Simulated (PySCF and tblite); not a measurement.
The numbers below are computed, except where a source is named.
tetrahydropyran-4-one, C₅H₈O₂, numbered as in [O:1]=[C:2]1[CH2:3][CH2:4][O:5][CH2:6][CH2:7]1.

Search: ETKDG and KDG, MMFF94s, GFN2-xTB, 90 starts; geometries at PBE0-D3(BJ)/def2-SVP. Weights use PBE0-D3(BJ)/def2-TZVP (IEF-PCM, chloroform) energies plus GFN2-xTB zero-point and thermal terms (modes under about 100 cm⁻¹ blended into free rotors). Symmetry numbers and mirror images are counted. Conformers within 3 kcal/mol (GFN2-xTB free energy) were kept, 8 at most. Couplings: B3LYP/pcSseg-1 with pcJ-1 on H (gas phase; spin-dipole term only for pairs with B, N, F, Si or P). Couplings are for ¹H; a prime marks the second kind of pair between the same two sets of atoms. Run with PySCF (density fitting) and tblite.

The 6-ring runs over atoms 2–3–4–5–6–7. Of a mirror pair one member is shown.

```tsv
conformer	shape	weight %
1	6-ring chair	99.8
2	6-ring twist-boat (ring torsions 58, -28, -29, 58, -26, -27°)	0.2
```

(1) Give the couplings in each conformer and the averages at 298.15 K (pairs that fast motion interchanges averaged).

Results:

(1) 
```tsv
coupling	pairs	1	2	average (Hz)
²J(H3,H3)	2	-15.3	-19.9	-15.3
³J(H3,H4)	4	7.5	8.8	7.5
³J(H3,H4′)	4	5.5	4.7	5.5
⁴J(H3,H7)	2	1.7	0.0	1.7
²J(H4,H4)	2	-12.9	-12.6	-12.9
⁴J(H4,H6)	2	-0.6	0.7	-0.6
⁴J(H4,H6′)	2	0.7	-0.5	0.7
```
